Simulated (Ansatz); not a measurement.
C$_{2}$H$_{8}$AlFSi, relaxed with RKS PBE0-D4/def2-TZVP in the Gaussian-basis code of Ansatz from a PBE-D4/def2-SVP geometry. The force threshold is 0.005 eV/Å; the program also tests the step.

The species carries charge 0 and has multiplicity 1. The bonds changed during the relaxation, so this is another structure than the one it started from.

Start:

```xyz
13

F     1.501   -1.111    1.045
C    -0.568   -0.416   -1.321
C    -0.663    0.526   -0.336
Al   -0.117   -1.599    0.808
Si    0.767    1.630    0.268
H     0.402   -0.671   -1.787
H    -1.454   -0.928   -1.735
H    -1.675    0.762    0.047
H    -1.147   -1.195    1.960
H    -0.324   -2.879   -0.132
H     0.886    1.597    1.759
H     2.036    1.262   -0.436
H     0.356    3.022   -0.140
```

Q: How much energy does the relaxation release, and in how many steps? (Best estimate.)

A: Ansatz gave: 0.06 eV, in 11 steps.

Q: Which bonds change most? (Estimate.)

A: Ansatz gave: F1–Al4 from 1.706 to 1.672 Å; C2–C3 from 1.366 to 1.345 Å; C3–Si5 from 1.905 to 1.885 Å; Si5–H13 from 1.508 to 1.489 Å.

Q: Give the relaxed structure. (Estimate.)

A: The calculation gave: 
```xyz
13

F     1.510   -1.209    0.951
C    -0.524   -0.402   -1.323
C    -0.659    0.526   -0.358
Al   -0.110   -1.601    0.818
Si    0.731    1.636    0.267
H     0.448   -0.638   -1.751
H    -1.374   -0.928   -1.746
H    -1.666    0.733    0.000
H    -1.061   -1.092    1.979
H    -0.452   -2.884   -0.049
H     0.871    1.537    1.737
H     1.984    1.303   -0.446
H     0.303    3.018   -0.080
```
